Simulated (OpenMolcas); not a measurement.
Mo4+: ligand-field states by method

Mo4+ with 6 ligands (chloride) in trigonal antiprismatic coordination (D3d) at 2.41 Å, a polar angle of 60.2° against the regular 54.74°. A charge of +0.333 e stands 2.8 Å behind each ligand. Ligand basis ANO-RCC-VDZP.

```
Program             : OpenMolcas 26.06
Basis               : ANO-RCC-VTZP [7s6p4d2f1g]
Scalar Hamiltonian  : DKH2, point nucleus
Active space        : 2 electrons in 5 orbitals (4d)
State averaging     : 2S+1 = 3 even, 10 roots; 2S+1 = 1 even, 15 roots
Spin-orbit coupling : RASSI with atomic mean-field integrals over the reference wave functions
```

I. CASSCF
II. SS-CASPT2, IPEA 0.25 Eh, imaginary shift 0.1 Eh (closed shells correlated: 4s 4p and the ligand valence shells)

Spin-free states (labels of D3, the rotations of D3d) in cm-1, each column counted from its own energy of the first state listed:

```csv
State,Degeneracy,I,II
3A2,1,0,0
3E,2,202,-220
1E,2,9426,5490
1A1,1,9783,6080
1E,2,10339,6370
3E,2,21109,22950
3A1,1,21842,23500
1A1,1,22043,15260
3E,2,28744,27830
3A2,1,30024,29090
1E,2,30368,28650
1A1,1,30826,28350
1E,2,33246,30180
1A2,1,33548,30420
3A2,1,44830,49590
1E,2,53647,54170
1A1,1,64145,61160
```

II puts a state of multiplicity 3 lowest, 220 cm-1 below that state.

From I to II, I's first state of another spin (1E) moves from 9426 to 5490 cm-1, by about -3900 cm-1.

χT at 300 K: I 0.40, II 0.41 cm3 K/mol.

Roots that are degenerate in the reference are averaged as groups; the widest CASPT2 spread within a group is 270 cm-1 (the 2-fold group of multiplicity 3 near 0 cm-1 above the lowest state of its run, II). Shifts and gaps below about the spread of the groups concerned are not significant. Over all roots computed the reference weight is 0.63 to 0.65 in II; a low but even weight reflects the number of correlated electrons. The least metal-like active orbital is 71 % on the metal (Löwdin) and no ligand orbital is active, so the numbers are rough. Ligand-to-metal charge-transfer states are missing. With no ligand orbital active B as a rule stays too high, so bands that hang on it stand too high and its fall with covalency is understated. Spin-orbit coupling mixes the spin-free states strongly: the lowest level takes only 68 % from its leading state, 3A2 (figures for I; the like holds for II). Without dynamic correlation the repulsion within the d shell is too large (B by tens of per cent), so at a given field states of lower spin stand too high (holds for I). With metal d orbitals alone the field can be off either way by tens of per cent (holds for I). An orbital doublet at a regular site is open to a Jahn-Teller distortion, which this geometry leaves out (holds for II). With one d shell and no ligand orbital active, 10Dq can be off by a tenth or more (holds for II). No measured value stands beside these numbers; the geometry is a model, was not optimised and need not be the one that this ion takes.
